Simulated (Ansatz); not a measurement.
Species: BI$_{3}$, SMILES `IB(I)I` (charge 0, multiplicity 1).

Task: Give a relaxed geometry from Ansatz (a quantum-chemistry and plane-wave program) with CAM-B3LYP-D3(BJ)/def2-TZVP.

Result: the end point of this relaxation (outside a Z-matrix the atoms follow the SMILES, hydrogens last).
Z-matrix (Å, degrees):
```
B
I 1 2.1126
I 1 2.1127 2 119.98
I 1 2.1128 2 119.98 3 180.00
```
